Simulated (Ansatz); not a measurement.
One change: `CB([SeH])[SeH]` becomes `CB(F)[SeH]`.

Ansatz, PBE0-D4/def2-TZVP geometries, multiplicity 1. Each molecule was computed in one conformer, which needn't be the lowest.

Scalar relativity is left out up to krypton.

| property | `CB([SeH])[SeH]` |
| --- | --- |
| LUMO energy (PBE0/def2-TZVPP) / eV | -0.84 |
| size of the dipole moment (B3LYP/def2-TZVPP) / D | 0.94 |
| HOMO–LUMO gap (PBE0/def2-TZVPP) / eV | 6.11 |
| HOMO energy (ωB97M-V/def2-TZVPP) / eV | -9.03 |
| size of the dipole moment (PBE/def2-TZVPP) / D | 0.89 |
| HOMO energy (PBE/def2-TZVPP) / eV | -5.88 |

Question: What does the change do to each property? (Best estimate.)

Answer: Computed: 
```json
{"property": "LUMO energy (PBE0/def2-TZVPP) / eV", "`CB(F)[SeH]`": "-0.34", "shift": "0.50"}
{"property": "size of the dipole moment (B3LYP/def2-TZVPP) / D", "`CB(F)[SeH]`": "1.77", "shift": "0.83"}
{"property": "HOMO–LUMO gap (PBE0/def2-TZVPP) / eV", "`CB(F)[SeH]`": "7.17", "shift": "1.06"}
{"property": "HOMO energy (ωB97M-V/def2-TZVPP) / eV", "`CB(F)[SeH]`": "-9.65", "shift": "-0.62"}
{"property": "size of the dipole moment (PBE/def2-TZVPP) / D", "`CB(F)[SeH]`": "1.69", "shift": "0.80"}
{"property": "HOMO energy (PBE/def2-TZVPP) / eV", "`CB(F)[SeH]`": "-6.38", "shift": "-0.50"}
```

With PBE0 the HOMO falls by 0.56 eV and the LUMO rises by 0.50 eV, so the gap widens by about 1.06 eV. PBE moves the HOMO by -0.50 eV and ωB97M-V by -0.62 eV. Dipoles are sizes alone; their direction can turn.

B3LYP here is the variant with VWN-RPA as its local correlation; programs differ in this.

Spin–orbit coupling is left out; it splits and shifts lone-pair levels of the heavy atoms by tenths of an eV.
